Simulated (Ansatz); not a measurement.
This geometry of F$_{2}$H$_{2}$SeSi$_{2}$ (7 atoms, charge 0, multiplicity 1) is a first-order saddle point.

Level of theory: RKS PBE0/def2-SVP (Ansatz).

```xyz
7
Properties=species:S:1:pos:R:3
F 0.154 -2.282 -0.936
Si -0.829 -1.471 0.096
Se -0.806 1.344 -0.964
Si 0.623 0.364 0.580
F 2.112 0.376 -0.078
H -1.910 0.412 -0.562
H 0.718 1.189 1.818
```

(1) Which two structures does it join? (They come from a converged band through this point; their orientation in space is the band's.)

(2) How far does it lie above each of them?

Results:

(1) Bonds broken: Si2–H6. Bonds formed: Se3–H6.

Initial state:

```xyz
7
Properties=species:S:1:pos:R:3
F -0.467 -2.056 -1.136
Si -0.832 -0.693 -0.333
Se -0.258 1.269 -1.354
Si 0.794 0.581 0.555
F 2.353 0.155 0.404
H -2.244 -0.822 0.102
H 0.715 1.498 1.718
```

Final state:

```xyz
7
Properties=species:S:1:pos:R:3
F 0.303 -2.195 -1.258
Si -0.693 -1.680 -0.047
Se -0.901 0.798 -1.063
Si 0.687 0.162 0.626
F 2.159 0.520 0.029
H -1.914 1.210 -0.077
H 0.420 1.117 1.744
```

(2) 1.71 eV above the first and 0.23 eV above the second. This is the barrier of this one path; another mechanism may lie lower. The orbitals stay closed-shell, which can raise the energy where a bond breaks towards radicals; this wasn't checked here.

Run time: 58 s on 2 threads of AMD EPYC 9R45 96-Core Processor (Zen 5), on a shared host, peak memory 0.27 GiB.
